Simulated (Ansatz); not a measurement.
Basis-set extrapolation for `N/C=C/[SiH2]Cl` (PBE0-D4/def2-TZVP geometry, frozen core, Ansatz 0.2.0). Multiplicity 1, RHF reference.

|  | def2-TZVPP | def2-QZVPP |
| --- | --- | --- |
| HF | -882.233058 | -882.261239 |
| MP2 correlation | -0.844591 | -0.909964 |
| CCSD(T) correlation | -0.933740 | not run |

Energies in hartree. Use E(X) = E(∞) + A·exp(−7.88·√X) for Hartree–Fock and E(X) = E(∞) + B·X^(−2.97) for correlation, with X = 3 and 4, and add CCSD(T) minus MP2 of the smaller set to the MP2 limit.

Q: What is the CCSD(T) energy at the basis-set limit?

A: HF limit: -882.261239 + (-0.028181) × 0.13774 = -882.26512. MP2 limit: -0.909964 + (-0.065373) × 0.74074 = -0.95839. Higher-order term: -0.933740 − (-0.844591) = -0.08915. Total: -883.31266 hartree, 383.0 kJ/mol below CCSD(T)/def2-TZVPP.
